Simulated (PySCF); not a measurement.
C2H7BClN, SMILES ClBN(C)C.

The structure is a stationary point at B3LYP-D3(BJ)/def2-SVP. This is a generated structure with no PubChem entry under its InChIKey; it may be hypothetical. One conformer was computed; it need not be the lowest.

Two levels are set side by side: TDA-PBE/def2-SVPD (PySCF) and TDA-CAM-B3LYP/def2-SVPD (PySCF). Vertical, same geometry. The lowest singlet is HOMO→LUMO+1 100 % with PBE and HOMO→LUMO 93 % with the other functional; states are paired by order. Differences are taken from unrounded values.

```
quantity                               TDA-CAM-B3LYP
-------------------------------------  -------------
lowest singlet excitation (eV)                  6.95
lowest triplet excitation (TDA) (eV)            5.36
first bright state (f over 0.05) (eV)           7.16
its oscillator strength                         0.35
```

Problem. What does TDA-PBE give, and how far is it from TDA-CAM-B3LYP? (Estimate from the structure and the level; the computed values follow.)

Solution. 
```tsv
quantity	TDA-PBE	TDA-PBE minus TDA-CAM-B3LYP
lowest singlet excitation (eV)	6.09	-0.85
lowest triplet excitation (TDA) (eV)	4.85	-0.51
first bright state (f over 0.05) (eV)	6.52	-0.64
its oscillator strength	0.30	-0.05
```

A lower first singlet is the usual sign of a functional without exact exchange. Differences between two approximate levels are no errors against the true value.

Rough cost on one machine, each run with all the roots and properties that it gave: TDA-CAM-B3LYP against TDA-PBE about 4 times.
